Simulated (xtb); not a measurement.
Zn(SiH3)(OSiH3) (H6OSi2Zn), SMILES [SiH3][O][Zn][SiH3]. All values are semi-empirical tight-binding results from xtb (GFN2-xTB unless named), good for trends rather than for accurate numbers. Geometry: GFN2-xTB. The structure was generated by enumeration; whether it is a known compound was not checked. The values are those of a single conformer.

For metal compounds this method's bond lengths and energies can be far off.

```
Item                                          Result
-------------------------------------  -------------
orbital gap                                  3.56 eV
zero-point energy                      31.4 kcal/mol
G − E(el) at 298.15 K (modified RRHO)   9.3 kcal/mol
```
